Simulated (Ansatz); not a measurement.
Basis-set extrapolation for H6OSSi2 (`O[SiH2][SiH2]S`) (PBE0-D4/def2-TZVP geometry, frozen core, Ansatz 0.2.0). Multiplicity 1, RHF reference.

```tsv
	def2-TZVPP	def2-QZVPP
HF	-1053.893432	-1053.926622
MP2 correlation	-0.669460	-0.724717
CCSD(T) correlation	-0.753062	not run
```

Energies in hartree. Use E(X) = E(∞) + A·exp(−7.88·√X) for Hartree–Fock and E(X) = E(∞) + B·X^(−2.97) for correlation, with X = 3 and 4, and add CCSD(T) minus MP2 of the smaller set to the MP2 limit.

What is the CCSD(T) energy at the basis-set limit?

HF limit: -1053.926622 + (-0.033190) × 0.13774 = -1053.93119. MP2 limit: -0.724717 + (-0.055257) × 0.74074 = -0.76565. Higher-order term: -0.753062 − (-0.669460) = -0.08360. Total: -1054.78044 hartree, 84.1 kcal/mol below CCSD(T)/def2-TZVPP.
